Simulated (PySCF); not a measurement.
## Dipole moment and polarisability of `FC(F)OC1OCCO1`

C4H6F2O3.
Cartesian coordinates in Å at the GFN2-xTB level; atoms count from 1:
```
atom  x, y, z in Å
F1     2.8775    0.9094   -0.9660
C2     2.2293    0.0985   -0.1230
F3     3.0494   -0.0725    0.9467
O4     1.0697    0.6889    0.2360
C5     0.1111   -0.1918    0.8440
O6    -0.3007   -1.1463   -0.0616
C7    -1.3837   -0.5718   -0.7943
C8    -1.7753    0.6669    0.0378
O9    -0.9712    0.5470    1.2075
H10    2.1027   -0.8917   -0.6003
H11    0.5661   -0.6701    1.7203
H12   -2.1739   -1.3222   -0.8482
H13   -1.0522   -0.3021   -1.8006
H14   -1.5358    1.5969   -0.4858
H15   -2.8174    0.6689    0.3562
```

Level: CAM-B3LYP/def2-SVPD (PySCF), static field, nuclei fixed, core orbitals frozen in the response. The polarisability tensor in these axes (au):

```
x   69.06 -0.38  2.07
y   -0.38 53.73  0.10
z    2.07  0.10 56.16
```

Problem. Give the principal values, the mean and the anisotropy Δα = √{½[(α1 − α2)² + (α2 − α3)² + (α1 − α3)²]}.

Solution. Principal values 53.72, 55.85 and 69.40 au; mean 59.65 au = 8.84 Å³ = 9.84 × 10⁻⁴⁰ C²·m²/J; Δα = 14.73 au (25 % of the mean).

Problem. What is the dipole moment, and where does it point?

Solution. (-3.37, -1.27, -1.49) D, 3.90 D in size, pointing from the negative to the positive side. Measured along this direction, the outermost atoms are F3 at the negative end and H12 at the positive end.

Problem. Find the Langevin capture rate constant for O2+ (31.990 u) meeting this molecule (140.029 u), k = 2.342 × 10⁻⁹ cm³/s × √(α in Å³ / reduced mass in u).

Solution. The reduced mass is 26.04 u, so k = 1.36 × 10⁻⁹ cm³/s. The formula leaves out the permanent dipole, which adds to the capture rate.

Problem. Rayleigh depolarisation ratio (linearly polarised light, static tensor)?

Solution. ρ = 3Δα²/(45ᾱ² + 4Δα²) = 650.9/(160136 + 867.8) = 0.00404.

Problem. Traceless (Buckingham) quadrupole moment about the centre of nuclear charge: eigenvalues?

Solution. -5.65, -1.87, 7.52 D·Å. The values depend on the origin, since the dipole doesn't vanish. The electronic extent ⟨r²⟩ about the same centre is 1223 bohr², a root-mean-square distance of 2.18 Å for the 72 electrons.

Problem. How large is μ²/3kT at 400 K beside α?

Solution. In Gaussian units μ²/3kT = 91.81 Å³ against 8.84 Å³, a ratio of 10.39; the Debye molar polarisation (4π/3)N_A(α + μ²/3kT) is 253.9 cm³/mol, leaving out the vibrational part.

One conformer (not necessarily the lowest) at the GFN2-xTB geometry, without solvent, vibrations or thermal averaging.
